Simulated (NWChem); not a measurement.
# GeH4Se; SMILES [GeH3][SeH]

```xyz
6

Ge    -0.0102     1.1592     0.0000
Se    -0.0295    -1.1989     0.0000
H      0.7054     1.6975    -1.2512
H     -1.4923     1.5625    -0.0163
H      0.6774     1.6997     1.2659
H      1.4389    -1.2923     0.0005
```
Atoms are numbered in this order, from 1.

Program: NWChem. Pople sets run with spherical d functions. Medium grid unless said otherwise, to which SCAN and Minnesota functionals are sensitive. The geometry was optimised at PBE0/def2-SVP. B3LYP is NWChem's, with the RPA form of VWN correlation. Total energies of different functionals are on different scales.

```tsv
level	energy (Ha)	highest occupied level (eV)	orbital gap (eV)	dipole (D)
B3LYP/6-31G*	-4480.4678	-6.55	___	1.30
PBE/6-31G*	-4479.6985	-5.64	4.52	1.27
B97-2/6-31G*	-4481.5580	-6.58	6.26	1.35
N12/6-31G*	-4482.8146	-5.38	4.46	1.22
M06-2X/6-31G*	-4480.3752	-7.99	8.52	1.54
B97-D/6-31G*	-4482.6513	-5.60	4.52	1.26
LC-BLYP (range parameter 0.33 per bohr)/6-31G*	-4479.7323	-8.99	10.47	1.48
HCTH/407/6-31G*	-4482.8277	-5.76	4.54	1.26
```

Task: What belongs in the gaps?

Result: 
- B3LYP/6-31G*, orbital gap (eV): 6.03
